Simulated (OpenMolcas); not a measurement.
The numbers below are computed, except where a source is named.
Pt2+: input and output

Pt2+ with its 6 nearest fluoride ions at 2.076 Å, on the Li site of LiF (a = 4.028 Å, distance in the model lattice 2.014 Å). The rest of the host is ab initio model potentials to 7.6 Å and point charges beyond; the distance is set by hand and nothing relaxes, and no local charge compensation is placed. Ligand basis ANO-RCC-VDZP.

Input, with the lattice sites abridged:

```
&GATEWAY
Basis set
Pt.ANO-RCC-VDZP.
Pt1 0.0 0.0 0.0 Angstrom
End of basis
Basis set
F.ANO-RCC-VDZP.
L1 2.076000 0.000000 0.000000 Angstrom
L2 0.000000 2.076000 0.000000 Angstrom
L3 0.000000 0.000000 2.076000 Angstrom
End of basis
Basis set
Li.EMB-AIMP.Seijo.0s.0s.ECP.LiF.
PseudoCharge
* 67 symmetry-unique lattice sites within 7.6 angstrom
End of basis
Basis set
F.EMB-AIMP.Seijo.0s.0s.ECP.LiF.
PseudoCharge
* 55 symmetry-unique lattice sites within 7.6 angstrom
End of basis
Symmetry
XYZ
AngMom=0.0 0.0 0.0
AMFI
RICD
XField
973 Angstrom 0
* Evjen-weighted lattice charges
&SEWARD
&RASSCF
FileOrb=start.orb
Symmetry=1
Spin=3
nActEl=8 0 0
Inactive=30 34
Ras2=5 0
CIRoot=10 10 1
SDav=10
CIMx=300
Iter=150 100
PrWF=0.3
OrbListing=Nothing
MaxOrb=0
LevShft=1.0
>>> COPY $Project.JobIph JOB001
&RASSCF
FileOrb=start.orb
Symmetry=1
Spin=1
nActEl=8 0 0
Inactive=30 34
Ras2=5 0
CIRoot=15 15 1
SDav=15
CIMx=300
Iter=150 100
PrWF=0.3
OrbListing=Nothing
MaxOrb=0
LevShft=1.0
>>> COPY $Project.JobIph JOB002
&RASSI
NrOfJobIphs=2 10 15
1 2 3 4 5 6 7 8 9 10
1 2 3 4 5 6 7 8 9 10 11 12 13 14 15
IphNames
JOB001
JOB002
EJob
SpinOrbit
DIPRint=1.0
SOCoupling=1000.0
Subsets=2
Property=9
'ANGMOM' 1 'ANGMOM' 2 'ANGMOM' 3 'MLTPL  1' 1 'MLTPL  1' 2 'MLTPL  1' 3
'AMFI' 1 'AMFI' 2 'AMFI' 3
SOProperty=3
'ANGMOM' 1 'ANGMOM' 2 'ANGMOM' 3
```

Launched by
```bash
OMP_NUM_THREADS=1 MOLCAS_MEM=2457 MOLCAS_PROJECT=a pymolcas a.inp > a.log  # once for each step of the input, in one work folder
```

A driver script runs the steps one by one and writes start.orb anew before each from the orbitals found so far.

Output, cut to the results:

```
--- SEWARD ---
Basis set label: PT.ANO-RCC...7S6P4D2F.

      Electronic valence basis set:
      ------------------
      Associated Effective Charge  78.000000 au
      Associated Actual Charge     78.000000 au
      Nuclear Model: Point charge

      Shell  nPrim  nBasis  Cartesian Spherical Contaminant
         s      24       7        X
         p      21       6        X
         d      15       4                 X
         f      11       2                 X
                  Relativistic Douglas-Kroll-Hess integrals:
                    - DKH order of Hamiltonian: 2
                    - DKH order of Properties : 0
                  Atomic mean-field integrals
--- RASSCF ---
Wave function specifications:
      -----------------------------

      Number of closed shell electrons         128
      Number of electrons in active shells       8
      Max number of holes in RAS1 space          0
      Max nr of electrons in RAS3 space          0
      Number of inactive orbitals               64
      Number of active orbitals                  5
      Number of secondary orbitals              74
      Spin quantum number                      1.0
      State symmetry                             1
Orbital specifications:
      -----------------------

      Symmetry species                           1   2
                                                ag  au
      Frozen orbitals                            0   0
      Inactive orbitals                         30  34
      Active orbitals                            5   0
      RAS1 orbitals                              0   0
      RAS2 orbitals                              5   0
      RAS3 orbitals                              0   0
      Secondary orbitals                        34  40
      Deleted orbitals                           0   0
      Number of basis functions                 69  74
      Number of CSFs                            10
      Number of root(s) required                10
      Iter CI   SX   CI       RASSCF       Energy    max ROT     max BLB   max BLB  Level Ln srch  Step   QN
          iter iter root      energy       change     param      element    value   shift minimum  type update
 Nr of preliminary CI iterations:   1
      Total energies have been shifted. Add               -18000.00 au
        1   1   10    0  -995.12741773    0.00E+00  -9.25E-02   21  48 2 -2.99E-01*  1.09   0.00    SX    NO
        2   1   10    0  -995.67918957   -5.52E-01* -7.54E-02   22  42 2  1.12E-01*  0.84   0.00    SX    NO
        3   1    9    0  -995.74844627   -6.93E-02* -3.60E-02   34  44 2  4.81E-02*  0.76   0.00    SX    NO
        4   1    9    0  -995.76271106   -1.43E-02* -1.78E-02   18  36 1  2.67E-02*  0.74   0.00    SX    NO
        5   1    9    0  -995.76653803   -3.83E-03* -1.87E-02   18  36 1  1.59E-02*  0.73   2.16    LS   YES
        6   1    8    0  -995.76807662   -1.54E-03*  2.09E-03   18  36 1  4.25E-03*  0.72   1.10    QN   YES
        7   1    8    0  -995.76825593   -1.79E-04*  1.33E-03   30  64 1 -1.76E-03*  0.72   1.64    LS   YES
        8   1    7    0  -995.76828839   -3.25E-05* -1.27E-03   13  38 2 -1.25E-03*  0.72   1.01    QN   YES
        9   1    7    0  -995.76830329   -1.49E-05* -6.17E-04   31  37 1  4.44E-04*  0.72   1.30    QN   YES
       10   1    6    0  -995.76830564   -2.35E-06* -2.56E-04   19  47 2  1.66E-04*  0.72   1.21    QN   YES
       11   1    6    0  -995.76830598   -3.39E-07* -7.97E-05   13  38 2  8.36E-05   0.72   1.24    QN   YES
       12   1    5    0  -995.76830602   -4.29E-08* -1.93E-05   18  43 1  1.89E-05   0.72   1.11    QN   YES
       13   1    5    0  -995.76830602   -3.19E-09   9.15E-06   34  66 2  6.24E-06   0.72   1.47    QN   YES
      Convergence after 13 iterations
       14   1    5    0  -995.76830602   -5.71E-10   9.15E-06   34  46 1 -2.13E-06   0.72   1.47    QN   YES
      Natural orbitals and occupation numbers for root  1
      sym 1:   2.000000   2.000000   1.000000   2.000000   1.000000
      Natural orbitals and occupation numbers for root  2
      sym 1:   1.001784   1.001784   1.998216   2.000000   1.998216
      Natural orbitals and occupation numbers for root  3
      sym 1:   1.001762   1.998238   1.001762   2.000000   1.998238
::    RASSCF root number  1 Total energy: -18995.91220182
::    RASSCF root number  2 Total energy: -18995.80521069
::    RASSCF root number  3 Total energy: -18995.80521069
::    RASSCF root number  4 Total energy: -18995.80521069
...
--- RASSI ---
SPIN-FREE ENERGIES:
  (Shifted by EMIN (a.u.) =     -18995.9122018151)

 SF State       Relative EMIN(au)   Rel lowest level(eV)    D:o, cm**(-1)

     1             0.0000000000        0.0000000000              0.0000
    11             0.0559871558        1.5234881201          12287.7604
    12             0.0559871558        1.5234881201          12287.7604
    13             0.1026806576        2.7940830336          22535.7995
     2             0.1069911256        2.9113768435          23481.8378
     3             0.1069911256        2.9113768435          23481.8378
     4             0.1069911256        2.9113768435          23481.8378
     5             0.1436562182        3.9090848389          31528.8955
     6             0.1436562182        3.9090848389          31528.8955
     7             0.1436562182        3.9090848389          31528.8955
    14             0.1596237099        4.3435824239          35033.3549
    15             0.1596237099        4.3435824239          35033.3549
    16             0.1596237099        4.3435824239          35033.3549
    17             0.1755750245        4.7776398056          38534.2638
    18             0.1755750245        4.7776398056          38534.2638
    19             0.1755750252        4.7776398258          38534.2639
     8             0.2290052935        6.2315514938          50260.8524
     9             0.2290052935        6.2315514938          50260.8524
    10             0.2290052935        6.2315514938          50260.8524
    20             0.2738977609        7.4531377642          60113.6101
    21             0.2738977609        7.4531377642          60113.6101
    22             0.2742879722        7.4637559553          60199.2516
    23             0.2742879722        7.4637559553          60199.2516
    24             0.2742879722        7.4637559553          60199.2516
    25             0.3561971791        9.6926190203          78176.2446
...
```

Spin-orbit levels above the lowest (labels of O, the rotations of Oh):

```json
{"E (cm-1)": "0.0", "Degeneracy": "3", "Label": "T2", "2S+1": "3"}
{"E (cm-1)": "11094", "Degeneracy": "2", "Label": "E", "2S+1": "1 (84 %)"}
{"E (cm-1)": "20876", "Degeneracy": "1", "Label": "A1", "2S+1": "1 (74 %)"}
{"E (cm-1)": "22405", "Degeneracy": "2", "Label": "E", "2S+1": "3"}
{"E (cm-1)": "22440", "Degeneracy": "3", "Label": "T1", "2S+1": "3"}
{"E (cm-1)": "25299", "Degeneracy": "3", "Label": "T2", "2S+1": "3"}
{"E (cm-1)": "27612", "Degeneracy": "1", "Label": "A2", "2S+1": "3"}
{"E (cm-1)": "33411", "Degeneracy": "3", "Label": "T2", "2S+1": "3 (84 %)"}
{"E (cm-1)": "33631", "Degeneracy": "3", "Label": "T1", "2S+1": "3"}
{"E (cm-1)": "34767", "Degeneracy": "1", "Label": "A1", "2S+1": "3 (74 %)"}
{"E (cm-1)": "35954", "Degeneracy": "2", "Label": "E", "2S+1": "3 (86 %)"}
{"E (cm-1)": "36849", "Degeneracy": "3", "Label": "T2", "2S+1": "1 (65 %)"}
{"E (cm-1)": "41157", "Degeneracy": "3", "Label": "T1", "2S+1": "1 (89 %)"}
{"E (cm-1)": "49751", "Degeneracy": "1", "Label": "A1", "2S+1": "3"}
{"E (cm-1)": "52511", "Degeneracy": "3", "Label": "T1", "2S+1": "3"}
{"E (cm-1)": "54239", "Degeneracy": "2", "Label": "E", "2S+1": "3"}
{"E (cm-1)": "54794", "Degeneracy": "3", "Label": "T2", "2S+1": "3 (77 %)"}
{"E (cm-1)": "64043", "Degeneracy": "2", "Label": "E", "2S+1": "1 (90 %)"}
{"E (cm-1)": "64345", "Degeneracy": "3", "Label": "T2", "2S+1": "1 (85 %)"}
{"E (cm-1)": "83041", "Degeneracy": "1", "Label": "A1", "2S+1": "1"}
```

Without dynamic correlation the repulsion within the d shell is too large (B by tens of per cent), so at a given field states of lower spin stand too high. Real 4d8 and 5d8 ions are as a rule square planar and diamagnetic. The least metal-like active orbital is 82 % on the metal (Löwdin) and no ligand orbital is active, so the numbers are rough. With metal d orbitals alone the field can be off either way by tens of per cent. Ligand-to-metal charge-transfer states are missing. With no ligand orbital active B as a rule stays too high, so bands that hang on it stand too high and its fall with covalency is understated. No measured value stands beside these numbers; the geometry was set by hand and not optimised.

The RASSCF and RASSI steps took 20 s on 1 thread of Arm Neoverse V1 (shared host); the integral step is not counted.
